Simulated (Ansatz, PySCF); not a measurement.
Spin states of COW (SMILES [O+]#[C-]->[W]), each relaxed with B3LYP-D3(BJ)/def2-TZVP.
State 1 (charge 0, multiplicity 5):
```
atom    x (Å)    y (Å)    z (Å)
----  -------  -------  -------
W     -1.0716  -0.8569  -0.9771
O      0.8896   0.7569   0.7864
C      0.1488   0.1474   0.1203
```
State 2 (charge 0, multiplicity 7):
```xyz
3

W     -1.12259    -0.99058    -0.98935
O      0.92374     0.60364     0.88358
C      0.16568     0.43432     0.03536
```

Singlets are restricted, other states unrestricted; no spin–orbit coupling, no relativity up to Kr; see below for the cores. The largest T1 diagnostic is 0.049.

Correlated levels freeze the inner cores; with def2 sets outer-core shells near the valence are correlated too.

The values were computed with Ansatz (a first-principles code) with Gaussian orbitals; PySCF for the dispersion terms.  In def2 rows elements past Kr take small-core potentials, without spin–orbit coupling.

PBE/def2-TZVPP gives 52.5 kJ/mol for the energy of the multiplicity-7 state less that of the multiplicity-5 state.

Problem. Predict the shift from PBE, with its sign, for: PBE-D3(BJ)/def2-TZVPP, r2SCAN/def2-TZVPP, B3LYP/def2-TZVPP, wB97M-V/def2-TZVPP, B2PLYP/def2-TZVPP.

Solution. PBE-D3(BJ)/def2-TZVPP 0.0; r2SCAN/def2-TZVPP -29.7; B3LYP/def2-TZVPP -1.7; wB97M-V/def2-TZVPP -31.6; B2PLYP/def2-TZVPP -5.9 kJ/mol. 0 of 5 lie above PBE; the widest gap is to wB97M-V/def2-TZVPP.

Doubts at one or more of the structures used: a spin-contaminated determinant (B2PLYP/def2-TZVPP).
